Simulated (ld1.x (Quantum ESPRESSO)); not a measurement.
**Cutoff test, rhodium, TM**

ld1.x (Quantum ESPRESSO) 7.5 input, shortened:

```
&input
   title='Rh', zed=45., rel=1, dft='PZ', iswitch=3,
   config='[Kr] 4d8.5 5s0.5 5p0'
 /
 &inputp
   pseudotype=2, tm=.true., lloc=0,
   nlcc=.false.
 /
3
4P  2  1   6.00   0.00  1.35  1.35  0.0
4D  3  2   8.50   0.00  2.05  2.05  0.0
4S  1  0   2.00   0.00  1.30  1.30  0.0
 &test
   configts(1)='4s2 4p6 4d8.5 5s0.5 5p0'
 /
```

Occupied shells without a wave of their own: 5s. They enter only through the test configuration that unscreens the potential.

The pseudo-atom Hamiltonian at the reference potential is diagonalised in spherical Bessel functions j_l(qr) that vanish at 20 bohr, with q² up to the cutoff. All-electron valence levels (Ry): 4p -3.6019, 5p -0.0534, 4d -0.3632, 4s -5.9512, 5s -0.3025.

Q: How do the lowest levels (Ry) of each channel move with the cutoff, and are there ghosts?

A:

| cutoff (Ry) | p #1 | p #2 | p #3 | d #1 | d #2 | s #1 | s #2 | f #1 | f #2 | Σ f·Δε (mRy) |
| --- | --- | --- | --- | --- | --- | --- | --- | --- | --- | --- |
| 8 | -2.3135 | -0.0158 | 0.0726 | 0.0561 | 0.1182 | -5.4900 | -0.2779 | 0.1118 | 0.2395 | 12241.9 |
| 15 | -3.3580 | -0.0437 | 0.0601 | -0.0188 | 0.0717 | -5.5416 | -0.3028 | 0.1118 | 0.2395 | 5223.0 |
| 30 | -3.5755 | -0.0560 | 0.0564 | -0.3173 | 0.0650 | -5.8361 | -0.3148 | 0.1118 | 0.2395 | 785.5 |
| 45 | -3.5869 | -0.0563 | 0.0563 | -0.3621 | 0.0647 | -5.9295 | -0.3255 | 0.1118 | 0.2395 | 144.8 |
| 60 | -3.5986 | -0.0565 | 0.0562 | -0.3631 | 0.0647 | -5.9325 | -0.3265 | 0.1118 | 0.2395 | 58.8 |
| 90 | -3.6012 | -0.0567 | 0.0562 | -0.3632 | 0.0647 | -5.9486 | -0.3271 | 0.1118 | 0.2395 | 10.0 |
| 140 | -3.6019 | -0.0567 | 0.0562 | -0.3632 | 0.0647 | -5.9507 | -0.3275 | 0.1118 | 0.2395 | 1.1 |
| 200 | -3.6019 | -0.0567 | 0.0562 | -0.3632 | 0.0647 | -5.9512 | -0.3275 | 0.1118 | 0.2395 | 0.1 |
| 400 | -3.6019 | -0.0567 | 0.0562 | -0.3632 | 0.0647 | -5.9512 | -0.3275 | 0.1118 | 0.2395 | 0.0 |

Result: no extra level below or beside the all-electron valence levels (p, d, s, f tested); 10 mRy is reached at 100 Ry and 1 mRy at 160 Ry.

The potential misses its own reference levels by up to 0.3 eV. Its largest configuration-test error is -371 meV.
